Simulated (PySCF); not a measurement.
**From computed data to an observable: dipole moment from atomic charges**

AlFH₄OSi, SMILES [Al]([F])([OH])[SiH3]. Atoms are numbered in the order given.

```xyz
8

Al    -0.4339     0.2256    -0.2521
F     -1.7221    -0.7011    -0.7689
O     -0.4779     1.8974    -0.5184
H     -1.1768     2.3961    -0.9453
Si     1.4653    -0.7948     0.8570
H      2.4750     0.2374     1.2439
H      2.1250    -1.7914    -0.0446
H      1.0256    -1.5177     2.0920
```

Geometry optimised at PBE0-D3(BJ)/def2-SVP. Other conformers were not sampled.

Charges (e) from HF/def2-TZVP (PySCF):

```
atom     IAO  ESP fit
----  ------  -------
Al1    1.287    1.185
F2    -0.638   -0.529
O3    -0.895   -0.944
H4     0.371    0.473
Si5    0.309   -0.108
H6    -0.144   -0.014
H7    -0.145   -0.030
H8    -0.145   -0.031
```

The dipole moment of the full density is 0.80 D.

What dipole moment does each set of point charges give, and which comes closer to that of the density?


μ = Σ q r, and 1 e Å = 4.8032 D.
IAO: Σ q r = (0.171, 0.128, 0.068) e Å, |μ| = 1.08 D.
ESP fit: Σ q r = (0.003, 0.164, -0.023) e Å, |μ| = 0.79 D.
ESP fit comes closer in size. Point charges leave out the atoms' own dipoles (lone pairs, polarised bonds); fits to the potential absorb them, partitions of the density don't.
